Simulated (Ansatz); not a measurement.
Ansatz (a program for electronic structure) input (CCSD(T)/cc-pCVDZ): A basis named .json is the Basis Set Exchange file of that set (core-valence sets with the plain set on hydrogen).

Ansatz 0.2 input:
```yaml
crystal:
  periodic: [false, false, false]
  atoms:
    - {symbol: N, position_ang: [-0.00000000, -0.00000000, -1.26217169]}
    - {symbol: C, position_ang: [-0.00000000, -0.00000000, -0.04055002]}
    - {symbol: O, position_ang: [0.00000000, 0.00000000, 1.13481274]}
basis:
  gaussian:
    orbitals: cc-pCVDZ.json
magnetization: {spin_polarized: true, initial_magnetization: 1}
correlation: {method: ccsd_t, frozen_orbitals: {C: 0, N: 0, O: 0}}
```

Output:

```
Functional definition: HF
integrals: 0.03 GiB planned
474 factors; integrals over basis functions are off by at most 1.1e-3 eV
mean field: 0.10 GiB planned
mean field evaluation 1: about -4546.4105 eV, gradient 1.9e1 eV
mean field evaluation 2: about -4546.4154 eV, gradient 1.9e1 eV
mean field evaluation 4: about -4548.1470 eV, gradient 2.8e0 eV
mean field evaluation 8: about -4548.2511 eV, gradient 3.2e-1 eV
mean field evaluation 16: about -4548.2595 eV, gradient 5.9e-6 eV
mean field evaluation 32: about -4548.2595 eV, gradient 4.3e-4 eV
mean field evaluation 64: about -4548.2350 eV, gradient 7.1e-1 eV
mean field evaluation 96: about -4547.6402 eV, gradient 1.2e1 eV
mean field evaluation 128: about -4545.2607 eV, gradient 2.1e-6 eV
mean field -4548.25950691 eV, -167.1454539579 hartree, gradient 5.9e-6 eV, S^2 0.845462; 5 other end points of the search recorded, 0 dependent functions left out
determinant -4548.25950691 eV, -167.1454539579 hartree, with singles and doubles -4563.31311925 eV, -167.6986640076 hartree
determinant -4545.26072969 eV, -167.0352509276 hartree, with singles and doubles -4560.36046808 eV, -167.5901560787 hartree
reference -4548.25950691 eV, -167.1454539579 hartree; 11, 10 occupied and 43, 44 virtual orbitals, 474 factors
second order -14.42132902 eV of doubles, -0.00000000 eV of singles
coupled cluster: 0.22 GiB planned
cycle   1  -15.05574533 eV  change   -2.1e-3 eV  update   1.2e-3
cycle   2  -15.05618596 eV  change   -4.4e-4 eV  update   7.7e-4
cycle   3  -15.05614232 eV  change    4.4e-5 eV  update   4.1e-4
cycle   4  -15.05646301 eV  change   -3.2e-4 eV  update   1.9e-4
cycle   5  -15.05667748 eV  change   -2.1e-4 eV  update   6.8e-5
cycle   6  -15.05668704 eV  change   -9.6e-6 eV  update   3.6e-5
cycle   7  -15.05666688 eV  change    2.0e-5 eV  update   1.6e-5
cycle   8  -15.05661451 eV  change    5.2e-5 eV  update   5.9e-6
cycle   9  -15.05661639 eV  change   -1.9e-6 eV  update   2.0e-6
coupled cluster: 0.22 GiB planned
perturbative correction -0.48146522 eV, -0.0176935205 hartree
Total energy: -4563.79758852 eV, -167.7164679250 hartree
```
